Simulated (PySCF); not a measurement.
C2H8O2Si, SMILES [C@H](O)(C)[SiH2]O. Atoms are numbered in the order given.

```xyz
13

C      2.0811    -0.3669     0.4308
C      0.8321     0.2014    -0.2268
O      0.5170     1.5273     0.2552
Si    -0.7810    -0.7973    -0.0340
O     -1.9933     0.2118    -0.5811
H      1.9247    -0.5377     1.5105
H      2.3574    -1.3351    -0.0178
H      2.9331     0.3230     0.3152
H      1.0222     0.3385    -1.3056
H      0.5094     1.4932     1.2228
H     -0.8194    -2.0607    -0.8194
H     -0.9313    -1.1171     1.4225
H     -1.7306     1.1385    -0.4696
```

Geometry optimised at B3LYP-D3(BJ)/def2-SVP. The structure was generated by enumeration; whether it is a known compound was not checked. Other conformers were not sampled.

Two levels are set side by side: PBE/pcSseg-1 (PySCF) and PBE0/pcSseg-1 (PySCF). GIAO shifts against H2O (¹⁷O), TMS (²⁹Si), TMS (¹H), TMS (¹³C) at the same level; non-relativistic, no solvent, atoms listed together averaged. Differences are taken from unrounded values.

```
quantity               PBE0    PBE  PBE minus PBE0
--------------------  -----  -----  --------------
δ(¹³C) of C1 (ppm)     21.7   22.4             0.7
δ(¹³C) of C2 (ppm)     64.0   68.3             4.2
δ(¹⁷O) of O3 (ppm)     49.2   62.9            13.7
δ(²⁹Si) of Si4 (ppm)  -12.8  -14.5            -1.7
δ(¹⁷O) of O5 (ppm)     10.3   17.7             7.4
δ(¹H) of H9 (ppm)      3.71   3.82            0.11
δ(¹H) of H10 (ppm)    -0.52  -0.72           -0.20
δ(¹H) of H13 (ppm)     2.13   1.92           -0.21
```

Rough cost on one machine, each run with all the roots and properties that it gave: PBE0 against PBE within a factor of 2.
